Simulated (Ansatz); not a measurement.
A nudged elastic band was laid between two geometries of AlFH4N2 + CH4 (13 atoms, charge 0, multiplicity 1).

Method: Ansatz, RKS B3LYP-D4/6-31G*.

| Quantity | Value |
| --- | --- |
| movable images | 7 |
| climbing image | yes |
| spring | 5.0 eV/Å² |
| optimiser | quadratic models (default) |
| start path | through a guess of the saddle point |
| force threshold | 0.05 eV/Å |
| iteration limit | 60 |
| end points | relaxed |

First end point:

```xyz
13
Properties=species:S:1:pos:R:3
Al -0.629 1.021 0.171
F -0.819 1.268 -1.463
N 0.659 1.907 1.006
N -1.757 -0.059 1.009
H 0.552 -0.700 -1.744
C 0.932 -1.545 -1.163
H 0.866 1.847 1.994
H 1.303 2.537 0.547
H -2.512 -0.556 0.554
H -1.768 -0.233 2.005
H 0.255 -1.753 -0.329
H 0.989 -2.426 -1.810
H 1.929 -1.310 -0.777
```

Last end point:

```xyz
13
Properties=species:S:1:pos:R:3
Al -0.106 0.201 0.261
F -0.491 0.978 -1.704
N 0.794 1.572 0.983
N -1.733 -0.185 0.908
H -0.206 0.173 -2.116
C 0.857 -1.279 -0.656
H 0.501 2.062 1.818
H 1.648 1.980 0.626
H -2.115 -1.121 0.952
H -2.363 0.466 1.358
H 1.008 -2.085 0.077
H 0.345 -1.767 -1.504
H 1.860 -0.993 -1.003
```

**Question.** What changes between the two ends?

**Answer.** Bonds broken: H5–C6. Bonds formed: Al1–C6, F2–H5. AlFH4N2 + CH4 becomes CH8AlFN2.

**Question.** Give the energies along the band, and the barrier.

**Answer.** The forces met the threshold. The highest image is number 6 of 0 to 8, 2.22 eV above the first end and 0.03 eV above the last; the last end lies 2.18 eV above the first. A vibrational analysis at the climbing image gives one clearly imaginary mode, 287i cm⁻¹: a first-order saddle point. The orbitals stay closed-shell, which can raise the energy where a bond breaks towards radicals; this wasn't checked here.

```csv
image,path coordinate (Å),energy (eV),H5–C6 (Å),Al1–C6 (Å),F2–H5 (Å)
0,0.00,0.00,1.09,3.29,2.41
1,0.49,0.02,1.09,3.18,2.32
2,0.98,0.08,1.09,3.04,2.21
3,1.47,0.20,1.09,2.86,2.04
4,1.96,0.51,1.11,2.54,1.77
5,2.44,1.61,1.29,2.21,1.39
6,2.93,2.22,1.74,2.06,1.02
7,3.58,2.19,2.16,2.00,0.96
8,4.22,2.18,2.32,1.99,0.95
```

**Question.** What is the geometry of the highest image?

**Answer.** 
```xyz
13
Properties=species:S:1:pos:R:3
Al -0.173 0.319 0.185
F -0.495 0.892 -1.699
N 0.763 1.670 0.886
N -1.648 -0.232 1.030
H -0.007 0.001 -1.744
C 0.768 -1.228 -0.792
H 0.759 1.894 1.873
H 1.423 2.260 0.396
H -2.041 -1.161 0.952
H -2.279 0.371 1.540
H 0.414 -2.071 -0.184
H 0.671 -1.597 -1.828
H 1.844 -1.119 -0.616
```

**Question.** What are the harmonic wavenumbers there?

**Answer.** 287i, 61, 108, 188, 200, 205, 245, 259, 289, 320, 330, 501, 530, 581, 662, 692, 760, 848, 949, 996, 1315, 1486, 1499, 1609, 1616, 2679, 3001, 3064, 3119, 3576, 3580, 3665, 3669 cm⁻¹.

The run took 9.2 min on 2 threads of Arm Neoverse N1, on a shared host, peak memory 0.22 GiB.
